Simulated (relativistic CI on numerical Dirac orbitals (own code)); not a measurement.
**Forbidden lines of Pt IX**

These numbers are calculated, not measured: Dirac-Coulomb-Breit CI, separate exchange-only KLI orbitals for each configuration, QED by a radiative potential, unscaled Slater integrals (own radial code, finite nucleus).

CI space (outside the closed core [Kr] 4d10 4f14): 5s²5p⁶5d², 5s²5p⁶5d6s, 5s²5p⁶5d5f, 5s²5p⁶6s², 5s²5p⁵5d³, 5s²5p⁶5d6p, 5s²5p⁶6s6p, 5s²5p⁶5f², 5s²5p⁶5d5g, 5s²5p⁶5f6s, 5s²5p⁶6p², 5s²5p⁶5d6d, 5s5p⁶5d³, 5s²5p⁶5d7s, 5s²5p⁵5d²5f. Double excitations out of closed p, d and f shells are left out; levels of such configurations are missing from the list, as are those of other unlisted configurations, and high levels can miss mixing partners. These lack a partner that the ground configuration has and come out too high: 5s²5p⁵5d²5f.

```tsv
λ vac (Å)	Lower	Upper	Type	A (s⁻¹)	E lower (eV)	E upper (eV)
428.64	5s²5p⁶5d² ³F3 [2]	5s²5p⁶5d6s ¹D2 [13]	E2	1.41e+04	1.7775	30.7027
441.76	5s²5p⁶5d² ³F3 [2]	5s²5p⁶5d6s ³D3 [12]	E2	2.71e+04	1.7775	29.8437
443.28	5s²5p⁶5d² ³F2 [1]	5s²5p⁶5d6s ³D2 [11]	E2	4.66e+04	0.0000	27.9700
448.58	5s²5p⁶5d² ³F2 [1]	5s²5p⁶5d6s ³D1 [10]	E2	6.40e+04	0.0000	27.6394
448.70	5s²5p⁶5d² ³F4 [4]	5s²5p⁶5d6s ¹D2 [13]	E2	7.94e+03	3.0709	30.7027
451.90	5s²5p⁶5d² ¹D2 [5]	5s²5p⁶5d6s ¹D2 [13]	E2	1.98e+04	3.2663	30.7027
463.10	5s²5p⁶5d² ³F4 [4]	5s²5p⁶5d6s ³D3 [12]	E2	6.50e+04	3.0709	29.8437
466.50	5s²5p⁶5d² ¹D2 [5]	5s²5p⁶5d6s ³D3 [12]	E2	1.54e+04	3.2663	29.8437
473.36	5s²5p⁶5d² ³F3 [2]	5s²5p⁶5d6s ³D2 [11]	E2	3.89e+04	1.7775	27.9700
473.36	5s²5p⁶5d² ³P1 [6]	5s²5p⁶5d6s ³D3 [12]	E2	1.26e+04	3.6512	29.8437
479.41	5s²5p⁶5d² ³F3 [2]	5s²5p⁶5d6s ³D1 [10]	E2	3.10e+04	1.7775	27.6394
486.46	5s²5p⁶5d² ¹G4 [7]	5s²5p⁶5d6s ¹D2 [13]	E2	8.65e+04	5.2160	30.7027
487.97	5s²5p⁶5d² ³P0 [3]	5s²5p⁶5d6s ³D2 [11]	E2	1.08e+04	2.5620	27.9700
494.30	5s²5p⁶5d² ³P2 [8]	5s²5p⁶5d6s ¹D2 [13]	E2	3.61e+04	5.6198	30.7027
497.95	5s²5p⁶5d² ³F4 [4]	5s²5p⁶5d6s ³D2 [11]	E2	2.83e+04	3.0709	27.9700
501.89	5s²5p⁶5d² ¹D2 [5]	5s²5p⁶5d6s ³D2 [11]	E2	1.09e+04	3.2663	27.9700
503.43	5s²5p⁶5d² ¹G4 [7]	5s²5p⁶5d6s ³D3 [12]	E2	1.16e+04	5.2160	29.8437
508.69	5s²5p⁶5d² ¹D2 [5]	5s²5p⁶5d6s ³D1 [10]	E2	1.62e+04	3.2663	27.6394
511.82	5s²5p⁶5d² ³P2 [8]	5s²5p⁶5d6s ³D3 [12]	E2	8.84e+03	5.6198	29.8437
516.86	5s²5p⁶5d² ³P1 [6]	5s²5p⁶5d6s ³D1 [10]	E2	2.03e+04	3.6512	27.6394
544.89	5s²5p⁶5d² ¹G4 [7]	5s²5p⁶5d6s ³D2 [11]	E2	4.09e+03	5.2160	27.9700
593.96	5s²5p⁶5d² ¹S0 [9]	5s²5p⁶5d6s ¹D2 [13]	E2	4.48e+03	9.8287	30.7027
903.13	5s²5p⁶5d6p ³F°4 [22]	5s²5p⁵5d³ ³H°6 [83]	E2	2.45e+02	46.3153	60.0436
945.87	5s²5p⁶5d6p ³F°4 [22]	5s²5p⁵5d³ ³H°6 [81]	E2	1.30e+02	46.3153	59.4232
1139.1	5s²5p⁶5d6p ³F°4 [22]	5s²5p⁵5d³ ³I°6 [65]	E2	8.53e+02	46.3153	57.1999
1249.3	5s²5p⁶5d6p ³F°4 [22]	5s²5p⁶5d5f ³H°6 [56]	E2	9.96e+02	46.3153	56.2393
1494.7	5s²5p⁶5d6p ³F°4 [22]	5s²5p⁵5d³ ⁵G°6 [42]	E2	4.51e+01	46.3153	54.6100
1889.3	5s²5p⁶5d² ¹D2 [5]	5s²5p⁶5d² ¹S0 [9]	E2	5.15e+01	3.2663	9.8287
2007.1	5s²5p⁶5d² ³P1 [6]	5s²5p⁶5d² ¹S0 [9]	M1	6.07e+02	3.6512	9.8287
2136.6	5s²5p⁵5d³ ⁵G°5 [36]	5s²5p⁵5d³ ³H°6 [81]	M1	3.24e+01	53.6205	59.4232
2575.9	5s²5p⁵5d³ ⁵G°6 [42]	5s²5p⁵5d³ ³H°6 [81]	M1	1.54e+01	54.6100	59.4232
3226.8	5s²5p⁶5d² ³F3 [2]	5s²5p⁶5d² ³P2 [8]	M1	3.04e+01	1.7775	5.6198
3463.8	5s²5p⁵5d³ ⁵G°5 [36]	5s²5p⁵5d³ ³I°6 [65]	M1	2.31e+01	53.6205	57.1999
3605.8	5s²5p⁶5d² ³F3 [2]	5s²5p⁶5d² ¹G4 [7]	M1	8.50e+01	1.7775	5.2160
3788.0	5s²5p⁵5d³ ⁵G°6 [42]	5s²5p⁵5d³ ³I°7 [69]	M1	1.64e+01	54.6100	57.8831
3795.8	5s²5p⁶5d² ³F2 [1]	5s²5p⁶5d² ¹D2 [5]	M1	5.08e+01	0.0000	3.2663
4787.2	5s²5p⁵5d³ ⁵G°6 [42]	5s²5p⁵5d³ ³I°6 [65]	M1	3.77e+01	54.6100	57.1999
5268.2	5s²5p⁶5d² ¹D2 [5]	5s²5p⁶5d² ³P2 [8]	M1	7.73e+01	3.2663	5.6198
5576.5	5s²5p⁵5d³ ³I°6 [65]	5s²5p⁵5d³ ³H°6 [81]	M1	2.01e+01	57.1999	59.4232
5780.1	5s²5p⁶5d² ³F4 [4]	5s²5p⁶5d² ¹G4 [7]	M1	2.77e+01	3.0709	5.2160
6298.3	5s²5p⁶5d² ³P1 [6]	5s²5p⁶5d² ³P2 [8]	M1	2.92e+01	3.6512	5.6198
6975.2	5s²5p⁶5d² ³F2 [1]	5s²5p⁶5d² ³F3 [2]	M1	6.57e+01	0.0000	1.7775
8012.4	5s²5p⁶5d5f ³H°5 [44]	5s²5p⁶5d5f ³H°6 [56]	M1	2.51e+01	54.6918	56.2393
8327.6	5s²5p⁶5d² ³F3 [2]	5s²5p⁶5d² ¹D2 [5]	M1	6.35e+00	1.7775	3.2663
9585.5	5s²5p⁶5d² ³F3 [2]	5s²5p⁶5d² ³F4 [4]	M1	1.84e+01	1.7775	3.0709
```

Terms are leading LS components. Brackets give the number of a level in order of energy, since labels repeat. The list gives strong lines, with weight on those to low levels, among the lowest 200 of 734 levels, so that lines to higher ones, which can be the strongest, are missing. Levels whose partners in the same complex of configurations lie outside the list can be far off, and so can their lines. Rates are taken at the computed energies, electric ones in the length gauge.

At this charge configurations can still be misplaced by up to about 7 % of their energy. Terms inside the open d or f shell come out 10 to 20 % too wide with unscaled integrals. Levels and lines within the n = 5 or 6 shells can be off by up to 10 % or somewhat more, and those that change n by about 2 %, since core polarisation is missing. Levels that differ in their count of f electrons can be misplaced by several ten thousand cm⁻¹, since the correlation energy of f electrons is missing or only estimated; rates across such gaps can be off by orders of magnitude.

Task: From the table, what is the radiative lifetime of 5s²5p⁶5d6s ¹D2?

Result: The listed rates from this level add up to about 1.69e+05 s⁻¹, 99 % of its decay; with all channels τ = 5.87e-06 s.

LS names give the leading component of a level, which can be under half, so a name can repeat, a term be missing and a line seem to break the LS rules.
